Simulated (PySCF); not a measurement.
Species: `C[B@@H-]([NH3+])P`. The columns A, B, C and D hold Mulliken, IAO, Hirshfeld and ESP-fitted charges (e) of one PBE0/pcSseg-1 density (PySCF), in a shuffled order. Coordinates in Å (PBE0-D3(BJ)/def2-SVP); the density's dipole moment is (-4.87, -1.24, -1.59) D.

```csv
atom,x,y,z,A,B,C,D
C1,0.134,1.504,-0.478,-0.546,-0.890,-0.470,-0.214
B2,0.132,0.200,0.460,-0.178,+0.689,-0.080,-0.011
N3,-1.115,-0.759,-0.018,-0.414,-0.629,-0.345,-0.082
P4,1.713,-1.007,0.414,-0.060,-0.640,-0.204,-0.094
H5,-0.804,2.089,-0.420,+0.115,+0.165,+0.089,+0.016
H6,0.316,1.275,-1.545,+0.114,+0.165,+0.092,+0.014
H7,0.942,2.185,-0.167,+0.149,+0.169,+0.125,+0.033
H8,-0.112,0.420,1.643,-0.021,-0.229,+0.048,-0.100
H9,-1.130,-1.620,0.531,+0.298,+0.300,+0.238,+0.160
H10,-1.031,-1.021,-1.003,+0.288,+0.347,+0.223,+0.164
H11,-2.010,-0.281,0.101,+0.292,+0.304,+0.227,+0.168
H12,2.270,-0.653,-0.858,-0.034,+0.112,+0.012,-0.035
H13,2.594,-0.164,1.150,-0.005,+0.138,+0.045,-0.017
```

**Question.** Which column most likely holds the ESP-fitted charges?

**Answer.** B. Σ q r misses the density's dipole by 0.07 D (B), 1.63 D (D), 1.83 D (C), 1.85 D (A). Charges fitted to the outside potential are the only set here that is tied to the molecule's multipoles.

**Question.** And the Hirshfeld charges?

**Answer.** D. The mean sizes are 0.085 e (D), 0.169 e (C), 0.193 e (A), 0.368 e (B), and Hirshfeld charges are commonly the smallest of these schemes.

As computed, A = IAO, B = ESP-fitted, C = Mulliken, D = Hirshfeld. Hydrogens on carbon: IAO +0.11 to +0.15, ESP-fitted +0.17 to +0.17, Mulliken +0.09 to +0.12, Hirshfeld +0.01 to +0.03 e.

The Hirshfeld scheme divides the density at each point in proportion to the densities of the neutral, spherically averaged free atoms. The IAO scheme counts the electrons in orthogonalised intrinsic atomic orbitals, a minimal basis polarised so that it spans the occupied orbitals exactly.

Isolated species at its PBE0-D3(BJ)/def2-SVP geometry (one conformer only).

Conformer computed: `[CH3:1][B@@H-:2]([NH3+:3])[PH2:4]`: H–P4–B2–C1 -21°, H–P4–B2–C1 74°.
